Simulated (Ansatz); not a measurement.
Frontier orbitals of CH5AlOSi.

```xyz
9

O    -0.021   -1.852   -1.020
C    -1.182   -1.624   -0.620
Al    0.040   -0.758    0.614
Si    0.589    1.580    0.164
H    -2.009   -2.054   -1.211
H     0.464   -1.621    1.870
H     2.053    1.849    0.268
H    -0.088    2.487    1.136
H     0.155    1.992   -1.202
```

Charge 0, multiplicity 1. The bonds changed during the relaxation, so this is another structure than the one it started from. All single points use the PBE0-D4/def2-TZVP geometry. It is one conformer, not always the lowest. Basis def2-TZVPP, Ansatz.

Orbital energies of one run (eV). Highest occupied ones, from the top: -9.73, -10.06, -12.03, -12.09, -12.43, -15.03, -15.62, -17.26, -17.92, -20.31, -33.58, -75.85, -75.93, -76.03. Empty: 0.30, 1.06, 2.05, 2.61, 3.55, 3.58.

Problem. Which functional gave them?
A. ωB97X-V
B. LDA (SPW92)
C. revPBE
D. B3LYP

Solution. A. HOMO energies: ωB97X-V -9.73, B3LYP -7.23, revPBE -6.11, LDA (SPW92) -6.27 eV.

B3LYP here is the variant with VWN-RPA as its local correlation; programs differ in this.
